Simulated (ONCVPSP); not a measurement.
**What one change does to a pseudopotential (copper (Cu), ONCV)**

Cu, optimised norm-conserving Vanderbilt (ONCV), made with ONCVPSP 4.0.1 (PBE, non-relativistic). Core [Ne], reference 3s2 3p6 3d10 4s0.5 (charge +0.5). Waves: 3s+4s: rc 1.30 bohr, ncon 4, nbas 8, qcut 8 1/bohr, 2 projectors; 3p: rc 1.05 bohr, ncon 4, nbas 8, qcut 12.8 1/bohr, 2 projectors, debl 1.4 Ha; 3d: rc 1.05 bohr, ncon 4, nbas 7, qcut 15.2 1/bohr, 1 projector. Local part: polynomial inside 0.90 bohr (lpopt 5, dvloc0 1 Ha). Core correction: none.

In the p channel the program set the typed energies aside and used -2.762, 0.250 Ha.

Change: all radii scaled by about 1.33 (s 1.72, p 1.40, d 1.40 bohr); local potential polynomial inside 1.20 bohr (lpopt 5, dvloc0 1 Ha).

Cutoffs: the cutoffs (Ha) at which the residual kinetic energy of the hardest occupied pseudo-wave falls to 1 and 0.1 mHa per electron; they do not see the model core or the augmentation charge, which bear on the density cutoff. Errors are all-electron minus pseudo energies relative to the spin-unpolarised reference configuration.

How do hardness, ghosts and transferability respond?

The potential gets softer (89 Ha and 100 Ha → 67 Ha and 76 Ha); of the 4 tests that both files solve, the error grows in 3 and shrinks in 0 by more than 15 % and 0.3 meV (median size 2.5 → 7.9 meV); neither file shows a bound ghost. A larger radius leaves more room for a smooth pseudo-wave, so fewer plane waves are needed. More of the atom is replaced by a form fitted at one configuration, so other configurations suffer.

```csv
quantity,base,changed
"cutoff, loose",89 Ha,67 Ha
"cutoff, tight",100 Ha,76 Ha
loose cutoff by channel,"s 16 Ha, p 46 Ha, d 89 Ha","s 18 Ha, p 45 Ha, d 67 Ha"
bound ghosts,none,none
GHOST(+) flags under 300 eV,none,none
"error for 3s2 3p6 3d10 4s1, meV [ΔE -3.06 eV]",-1.1,-1.0
"error for 3s2 3p6 3d10 4s0, meV [ΔE 4.85 eV]",+0.6,+1.0
"error for 3s2 3p6 3d9 4s0, meV [ΔE 26.34 eV]",-3.9,-15
"error for 3s2 3p6 3d8 4s0, meV [ΔE 65.62 eV]",-14,-48
```
